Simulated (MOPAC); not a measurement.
MOPAC input (PM7):

```
PM7 1SCF GEO-OK AUX(PRECISION=9) THREADS=1
FIn

In   -0.00000000 1   -0.00000000 1   -0.31203525 1
F     0.00000000 1    0.00000000 1    1.69885860 1
```

Output:

```
 *******************************************************************************
 **                                                                           **
 **                              MOPAC v23.2.5                                **
 **                                                                           **
 *******************************************************************************
 ** MOPAC's Digital Object Identifier: https://doi.org/10.5281/zenodo.6511958 **
 **                                                                           **
 ** Please cite the open-source release paper for use of this MOPAC version:  **
 ** J. E. Moussa and J. J. P. Stewart (2026)                                  **
 ** MOPAC: An open-source semiempirical molecular orbital program             **
 ** J. Open Source Softw., 11(119), 8025, https://doi.org/10.21105/joss.08025 **
 *******************************************************************************

                              PM7 CALCULATION RESULTS

 *******************************************************************************
 *  PM7        - The PM7 Hamiltonian to be used
 *  GEO-OK     - OVERRIDE INTERATOMIC DISTANCE AND OTHER SAFETY CHECKS
 *  1SCF       - DO 1 SCF AND THEN STOP
 *  AUX        - OUTPUT AUXILIARY INFORMATION
 *******************************************************************************
PM7 1SCF GEO-OK AUX(PRECISION=9) THREADS=1
 FIn

   ATOM   CHEMICAL          X               Y               Z
  NUMBER   SYMBOL      (ANGSTROMS)     (ANGSTROMS)     (ANGSTROMS)

     1      In         -0.00000000  *  -0.00000000  *  -0.31203525  *
     2       F          0.00000000  *   0.00000000  *   1.69885860  *

          CARTESIAN COORDINATES

    NO.       ATOM           X           Y           Z

     1        In         -0.0000     -0.0000     -0.3120
     2         F          0.0000      0.0000      1.6989

 General Reference for PM7:
 "Optimization of Parameters for Semiempirical Methods VI: More Modifications to the
 NDDO Approximations and Re-optimization of Parameters", J. J. P. Stewart, J. Mol. Mod., 1:32, 19 (2013)
 https://link.springer.com/article/10.1007/s00894-012-1667-x

           Empirical Formula: In F  =     2 atoms

      MOLECULAR POINT GROUP   :   C*v

      RHF CALCULATION, NO. OF DOUBLY OCCUPIED LEVELS = 5

 -------------------------------------------------------------------------------
 PM7 1SCF GEO-OK AUX(PRECISION=9) THREADS=1
 FIn

     1SCF WAS SPECIFIED, SO BFGS WAS NOT USED
     SCF FIELD WAS ACHIEVED

                              PM7 CALCULATION
                                                       MOPAC v23.2.5 Linux

          FINAL HEAT OF FORMATION =        -45.56427 KCAL/MOL =    -190.64092 KJ/MOL

          COSMO AREA              =         76.91 SQUARE ANGSTROMS
          COSMO VOLUME            =         60.02 CUBIC ANGSTROMS

          IONIZATION POTENTIAL    =         10.389471 EV
          HOMO LUMO ENERGIES (EV) =        -10.389  0.639
          NO. OF FILLED LEVELS    =          5
          MOLECULAR WEIGHT        =        133.8184         POINT GROUP:  C*v

          MOLECULAR DIMENSIONS (Angstroms)

            Atom       Atom       Distance
            F     2   In     1     2.01089
            F     2   In     1     0.00000
           In     1    F     2     0.00000

          SCF CALCULATIONS        =          1

   ATOM   CHEMICAL          X               Y               Z
  NUMBER   SYMBOL      (ANGSTROMS)     (ANGSTROMS)     (ANGSTROMS)

     1      In         -0.00000000  *  -0.00000000  *  -0.31203525  *
     2       F          0.00000000  *   0.00000000  *   1.69885860  *

                             CARTESIAN COORDINATES

   1   In       -0.000000000    -0.000000000    -0.312035250
   2    F        0.000000000     0.000000000     1.698858600

           Empirical Formula: In F  =     2 atoms

      MOLECULAR POINT GROUP   :   C*v

                  EIGENVALUES
 -34.50538 -12.46063 -11.79572 -11.63524 -10.38947   0.63944   0.84513   4.97351

              NET ATOMIC CHARGES AND DIPOLE CONTRIBUTIONS

  ATOM NO.   TYPE          CHARGE      No. of ELECS.   s-Pop       p-Pop
    1         In           0.639343        2.3607     0.05212     2.30854
    2          F          -0.639343        7.6393     1.96842     5.67092
 DIPOLE           X         Y         Z       TOTAL
 POINT-CHG.     0.000     0.000    -6.175     6.175
 HYBRID        -0.000    -0.000    -1.116     1.116
 SUM           -0.000    -0.000    -7.291     7.291

          ATOMIC ORBITAL ELECTRON POPULATIONS

     Atom    s        px        py        pz
    1 In   0.05212   2.00000   0.03276   0.27578
    2  F   1.96842   2.00000   1.96724   1.70368

 **********************
 *                    *
 * JOB ENDED NORMALLY *
 *                    *
 **********************

 == MOPAC DONE ==
```
